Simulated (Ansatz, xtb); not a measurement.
CH7AlSiTe: where a starting geometry ends

The starting geometry of this gas-phase singlet was built from a drawn formula by distance geometry and a force field; its bonds are those of `C=[TeH][SiH2][AlH2]`.

```xyz
11

C    -1.0384   -0.6602    1.3383
Al   -0.4533    2.0958   -1.2306
Si    0.0119    2.2817    1.1063
Te   -1.5618    0.8510    2.3749
H    -0.0545   -1.1891    1.5481
H    -1.6667   -1.1030    0.5325
H    -2.8479    1.1778    1.2619
H    -0.1358    3.6773    1.5511
H     1.3872    1.8075    1.3694
H    -0.8814    3.4309   -2.0253
H    -0.3797    0.6852   -1.9773
```

Task: Where would you expect an optimisation with r2SCAN-D4/def2-SVP to take it?

Result: It keeps its links, though one stretches towards breaking, and is `C=[TeH][SiH2][AlH2]`. Distances that change by over a tenth: Si3–Te4 (2.48 → 2.76 Å).

The energy falls by 1.18 eV over 20 steps:

```csv
step,E − E(last) (eV)
1,1.179
3,0.281
5,0.056
7,0.035
9,0.020
12,0.006
14,0.002
16,0.000
18,0.000
20,0.000
```

Final geometry (Å):

```xyz
11

C    -1.4824   -1.2615    1.7574
Al   -0.3155    2.5007   -1.5422
Si    0.1728    2.4971    0.8268
Te   -1.3444    0.6975    2.2627
H    -0.6425   -1.8125    2.2034
H    -1.6430   -1.4746    0.6923
H    -2.7098    1.2064    1.4392
H    -0.1101    3.7737    1.5667
H     1.5376    2.0325    1.2381
H    -1.4848    3.4338   -2.0857
H     0.4018    1.4617   -2.5094
```

From the same start GFN2-xTB ends elsewhere, differing in C1–Al2 (2.05 against 5.14 Å here).

The end wasn't checked by frequencies. Atoms past krypton carry core potentials, without spin–orbit terms. Run with Ansatz 0.2.0, 52 s on 2 threads of Arm Neoverse V2 (shared host).
